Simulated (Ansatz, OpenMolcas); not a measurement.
**A ladder of methods for SiHCl2OF (SMILES O[Si](F)(Cl)Cl)**

The species is SiHCl2OF (6 atoms), meant as a singlet with charge 0. As SMILES, `O[Si](F)(Cl)Cl`. The shape is that of a PBE0-D4/def2-TZVP optimisation. This is one conformer, not always the lowest.

| atom | x (Å) | y (Å) | z (Å) |
| --- | --- | --- | --- |
| O | -0.5077 | 0.4537 | 1.1225 |
| Si | 0.2195 | 0.0134 | -0.2474 |
| F | 1.5832 | -0.7267 | 0.0444 |
| Cl | -0.9213 | -1.2729 | -1.3196 |
| Cl | 0.6180 | 1.6839 | -1.2945 |
| H | -0.9496 | -0.2155 | 1.6485 |

Each level gives the vertical ionisation energy (to the doublet cation) (eV). The values are calculated.

| level | kind | program | value (eV) | CPU time (all runs) |
| --- | --- | --- | --- | --- |
| PBE/def2-SVP | GGA | Ansatz | 11.13 | 14 s |
| M06-L/def2-SVP | meta-GGA | OpenMolcas | 11.66 | 74 s |
| B3LYP/def2-SVP | global hybrid | Ansatz | 11.63 | 23 s |
| CAM-B3LYP/def2-SVP | range-separated hybrid | Ansatz | 12.01 | 24 s |
| PBE-QIDH/def2-SVP | double hybrid | Ansatz | 12.33 | 34 s |
| RPA@PBE/def2-SVP | RPA | Ansatz | 11.08 | 24 s |
| MP2/def2-SVP | perturbation theory | Ansatz | 12.32 | 15 s |
| BCCD(T)/def2-SVP | coupled cluster or CI | Ansatz | 11.90 | 98 s |

The values span 11.08 to 12.33 eV. Times are those of the runs behind each value, whatever else they computed, on shared processors of several kinds: orders of magnitude only.
